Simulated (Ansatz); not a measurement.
`C=C=C(O)[SiH2]S` + HCl → `C=C=C(O)Cl` + `[SiH3]S`  (substitution at a C–Si bond)

Calculated with Ansatz (gas phase, PBE0-D4/def2-TZVP geometries, no zero-point term in ΔE). CCSD(T)/CBS adds triple-zeta CCSD(T) − MP2 to the extrapolated MP2 energy (def2 sets, frozen cores). This one scheme is used for every species. DFT in def2-TZVPP. B3LYP here is the variant with VWN-RPA as its local correlation; programs differ in this. One conformer a species, not always the lowest.

Question: Is it downhill or uphill in electronic energy at CCSD(T)/CBS, and by how much? (An estimate is asked.)

Answer: Ansatz gave: Uphill: ΔE = +18.8 kcal/mol.

Question: What do these levels give: PBE0-D4, B3LYP-D4, ωB97X-V, ωB97M-V, HF/def2-TZVPP, SCS-MP2/def2-TZVPP, CCSD/def2-TZVPP, HF/def2-QZVPP, MP2/def2-QZVPP, SCS-MP2/def2-QZVPP, MP2/CBS(def2), CCSD/CBS(def2)? (Best estimate.)

Answer: Ansatz gave: PBE0-D4 17.5, B3LYP-D4 17.7, ωB97X-V 17.1, ωB97M-V 17.8, HF/def2-TZVPP 17.5, SCS-MP2/def2-TZVPP 18.2, CCSD/def2-TZVPP 18.6, HF/def2-QZVPP 17.5, MP2/def2-QZVPP 19.4, SCS-MP2/def2-QZVPP 18.4, MP2/CBS(def2) 19.6, CCSD/CBS(def2) 18.9 kcal/mol.

Largest T1 diagnostic among the species: 0.013.

From PBE to PBE0 (25 % exact exchange), in def2-TZVPP and without D4, ΔE moves by +1.0 kcal/mol. The D4 term adds +1.8 kcal/mol with B3LYP and +1.1 kcal/mol with PBE0; it sums over pairs of atoms, weighted by their polarisabilities, and B3LYP, whose exchange is more repulsive, gets the larger term.
